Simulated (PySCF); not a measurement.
Gas-phase reaction: ZnF₂ + 2 H ⇌ ZnH₂ + 2 F

Energies from PySCF, thermal terms from the rigid-rotor harmonic-oscillator model, ideal gas at 1 bar. † marks an energy on the PBE0/def2-TZVP geometry and frequencies; other levels use their own. CCSD(T) freezes the core. 6-31G* has spherical d functions here. Open shells (unrestricted): H (multiplicity 2), F (multiplicity 2); the rest are closed-shell singlets. Spin-orbit splitting is ignored; it lowers the true energy and changes the entropy of F. B3LYP is the form with VWN-RPA correlation. Zn: all electrons, no relativistic terms. ZnH₂: computed as isolated molecules; such fragments, hydroxides, amides, oligomers or adducts are transient or little studied in the gas. CCSD(T) isn't extrapolated to the basis-set limit.

B3LYP/6-31G* gives ΔH°(298 K) = 409 kJ.

### Question
What do CCSD(T)/def2-TZVPP†, HF/6-31G*, B3LYP/def2-TZVP† give?

### Answer
CCSD(T)/def2-TZVPP†: 349 kJ; HF/6-31G*: 252 kJ; B3LYP/def2-TZVP†: 346 kJ. For scale, ΔH°(298 K) is 409 kJ at this level, 359 kJ at ωB97M-V/def2-TZVP†, and runs from 214 to 488 kJ over the 19 levels computed († marks an energy on the PBE0/def2-TZVP geometry).
